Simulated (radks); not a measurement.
Question: The mean radii <r> (bohr) of the occupied orbitals of an atom or ion are listed with their occupations. Method: non-relativistic Kohn-Sham, TPSS, spin-polarised, spherical densities, point nucleus; meta-GGA in the generalised Kohn-Sham scheme; computed with a radial shooting solver on a logarithmic mesh with Libxc functionals.

| orbital | occ. | <r> |
|---|---|---|
| 1s up | 1 | 0.02046 |
| 1s down | 1 | 0.02046 |
| 2s up | 1 | 0.08632 |
| 2s down | 1 | 0.08632 |
| 2p up | 3 | 0.07303 |
| 2p down | 3 | 0.07303 |
| 3s up | 1 | 0.2155 |
| 3s down | 1 | 0.2154 |
| 3p up | 3 | 0.2054 |
| 3p down | 3 | 0.2053 |
| 3d up | 5 | 0.1795 |
| 3d down | 5 | 0.1795 |
| 4s up | 1 | 0.4226 |
| 4s down | 1 | 0.4229 |
| 4p up | 2 | 0.4187 |

Name the element and its charge. Open shells, if any, are filled with parallel spins first.

Answer: Z = 74, tungsten, charge +42: W42+ in [Ar] 3d10 4s2 4p2. The 1s radius gives Z: for a bare nucleus <r> = 1.5/Z, 0.02027 bohr for Z = 74, and screening makes it slightly larger (0.02046 here). The occupations add up to 32, and the charge is Z minus that.
